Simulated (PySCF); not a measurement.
Species: BFH4N2.
Atom-mapped SMILES: `[NH2:1][B:2]([NH2:3])[F:4]` (hydrogens: H5, H6 on N1; H7, H8 on N3)

Computed with PBE0-D3(BJ)/def2-SVP geometry optimisation, gas phase (PySCF 2.14.0).

(1) What internal coordinates does the optimisation give?

## Answers

(1) 
```json
{"bond": "N1–B2, B2–N3", "length (bohr)": "2.669", "order": "single"}
{"bond": "B2–F4", "length (bohr)": "2.552", "order": "single"}
{"bond": "N1–H5 and 3 like bonds", "length (bohr)": "1.906", "order": "single"}
```

Bonds in one row agree within 0.02 bohr and their mean is given. Orders are formal, as drawn. A selection of angles:
```json
{"angle": "B2–N1–H5", "degrees": "121.1"}
{"angle": "B2–N1–H6", "degrees": "124.5"}
{"angle": "H5–N1–H6", "degrees": "114.5"}
{"angle": "N1–B2–N3", "degrees": "124.7"}
{"angle": "N1–B2–F4", "degrees": "117.6"}
```

The 4 heavy atoms lie in one plane (0.000 Å rms). N1 (boron-bound nitrogen) is planar (angles 124.5°, 121.1° and 114.5°, sum 360.0°, 0.00 Å off the plane of its three neighbours). B2 (three-coordinate boron) is planar (angles 124.7°, 117.7° and 117.6°, sum 360.0°, 0.00 Å off the plane of its three neighbours).

Point group: C2v (every atom within 0.08 Å of its image). Not checked by PBE0-D3(BJ)/def2-SVP frequencies.

Conformer computed: `[NH2:1][B:2]([NH2:3])[F:4]`: H–N1–B2–N3 180°, H–N1–B2–N3 0°, H–N3–B2–N1 0°, H–N3–B2–N1 180°.
